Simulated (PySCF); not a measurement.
Ge(H)2(Br)(Me) (CH₅BrGe), SMILES [CH3][GeH2][Br]. Geometry optimised at PBE0-D3(BJ)/def2-SVP.

Computed equilibrium geometry at PBE0-D3(BJ)/def2-SVP (PySCF confirms it by a frequency run) as Cartesian coordinates in Å, and its point group:
point group Cs.
```xyz
8

Ge     0.4469    -0.8722     0.0000
C     -1.1866    -1.9211     0.0000
Br    -0.1502     1.3715     0.0000
H      1.2910    -1.0974    -1.2654
H      1.2910    -1.0974     1.2654
H     -1.7814    -1.6884     0.8940
H     -0.9430    -2.9944     0.0000
H     -1.7814    -1.6884    -0.8940
```
